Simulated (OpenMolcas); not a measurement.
## Pd2+: ligand-field states by method

Pd2+ with its 6 nearest fluoride ions at 2.163 Å, on the Cd site of idealised cubic KCdF3 (a = 4.302 Å, distance in the model lattice 2.151 Å). The rest of the host is ab initio model potentials to 7.6 Å, with orthogonalisation functions on the cations behind the ligands, and point charges beyond; the distance is set by hand and nothing relaxes. Ligand basis ANO-RCC-VDZP.
```
Pd    0.0000    0.0000    0.0000
F     2.1630    0.0000    0.0000
F     0.0000    2.1630    0.0000
F    -2.1630    0.0000    0.0000
F     0.0000   -2.1630    0.0000
F     0.0000    0.0000    2.1630
F     0.0000    0.0000   -2.1630
```

| Item | Value |
| --- | --- |
| Program | OpenMolcas |
| Basis | ANO-RCC-VTZP [7s6p4d2f1g] |
| Scalar Hamiltonian | DKH2, point nucleus |
| Active space | 8 electrons in 5 orbitals (4d) |
| State averaging | 2S+1 = 3 even, 10 roots; 2S+1 = 1 even, 15 roots |
| Spin-orbit coupling | RASSI with atomic mean-field integrals over the reference wave functions |

I. CASSCF
II. SS-CASPT2, IPEA 0.25 Eh, imaginary shift 0.1 Eh (closed shells correlated: 4s 4p and the ligand valence shells)
III. SS-CASPT2, IPEA 0 Eh, imaginary shift 0.1 Eh (closed shells correlated: 4s 4p and the ligand valence shells)

Spin-free states (labels of O, the rotations of Oh) in cm-1, each column counted from its own energy of the first state listed:

```csv
State,Degeneracy,I,II,III
3A2,1,0,0,0
3T2,3,11458,13840,14110
1E,2,13930,9390,9410
3T1,3,18261,19830,19190
1A1,1,23458,17760,17300
1T2,3,24970,23570,23700
1T1,3,29182,27130,27490
3T1,3,29565,30000,29670
1E,2,38540,39700,40110
1T2,3,38905,39780,40140
1A1,1,61797,56370,55960
```

From I to II, I's first state of the same spin (3T2) moves from 11458 to 13840 cm-1, by about +2400 cm-1.

From I to II, I's first state of another spin (1E) moves from 13930 to 9390 cm-1, by about -4500 cm-1.

I: A least-squares ligand-field fit to the states below 45000 cm-1, each weighted by its degeneracy and with a free common offset, gives 10Dq = 11491 cm-1, B = 893 cm-1 and C = 3562 cm-1 (C/B = 3.99), with an rms deviation of 59 cm-1. The same method and metal basis give the free ion B = 953 cm-1 (fit to its terms below 60000 cm-1, rms deviation 8 cm-1), so the nephelauxetic ratio is β = 893 / 953 = 0.94; it hangs on how both fits weigh the states, and computed free-ion B values tend to be too large, so β mixes covalency with correlation.

χT at 300 K: I 1.48, II 1.40, III 1.39 cm3 K/mol.

Roots that are degenerate in the reference are averaged as groups; the widest CASPT2 spread within a group is 760 cm-1 (the 3-fold group of multiplicity 3 near 29700 cm-1 above the lowest state of its run, III). Shifts and gaps below about the spread of the groups concerned are not significant. Over all roots computed the reference weight is 0.71 to 0.72 in II, 0.71 to 0.72 in III; a low but even weight reflects the number of correlated electrons. Real 4d8 and 5d8 ions are as a rule square planar and diamagnetic. Ligand-to-metal charge-transfer states are missing. With no ligand orbital active B as a rule stays too high, so bands that hang on it stand too high and its fall with covalency is understated. Without dynamic correlation the repulsion within the d shell is too large (B by tens of per cent), so at a given field states of lower spin stand too high (holds for I). With metal d orbitals alone the field can be off either way by tens of per cent (holds for I). With one d shell and no ligand orbital active, 10Dq can be off by a tenth or more (holds for II; III). Free-ion shares, where given, are those of the reference states; single-state CASPT2 does not remix them (holds for II; III). No measured value stands beside these numbers; the geometry was set by hand and not optimised.
